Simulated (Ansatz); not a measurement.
```yaml
crystal:
  periodic: [false, false, false]
  atoms:
    - {symbol: O, position_ang: [1.671693, -0.262592, 1.220968]}
    - {symbol: B, position_ang: [0.568169, -0.749558, 0.611413]}
    - {symbol: F, position_ang: [0.131762, -2.023685, 0.592976]}
    - {symbol: In, position_ang: [-0.968656, 0.500271, -0.852125]}
    - {symbol: H, position_ang: [2.016554, 0.560223, 1.017488]}
    - {symbol: H, position_ang: [-2.249870, 1.311499, -0.109295]}
    - {symbol: H, position_ang: [-0.683537, 0.771410, -2.694039]}
basis:
  gaussian: {orbitals: def2-TZVP}
total_charge: 1
magnetization: {spin_polarized: true, initial_magnetization: 1}
hamiltonian: {xc: {name: PBEsol}}
accuracy: high
multiplicity: 3
```

```sh
$ ansatz run in.yaml --threads 2 --pin off --events-out ev --progress --plain --max-ram 4352MiB
```

(1) How does Ansatz answer? (Estimate.)

Answers

(1) Ansatz gave: The input was rejected before any iteration.
```
Error: YAML parse error: error: line 17 column 1: unknown field `multiplicity`, expected one of crystal, accuracy, basis, kpoints, hamiltonian, magnetization, projection, total_charge, correlation, batch, efield, external_charges, scf, relax, neb, saddle, md, ramp, phonons, dielectric, real_time, elastic, magnetic_configurations, gw, evaluate, workflow, output, checkpoint, execution
15 | hamiltonian: {xc: {name: PBEsol}}
16 | accuracy: high
17 | multiplicity: 3
```
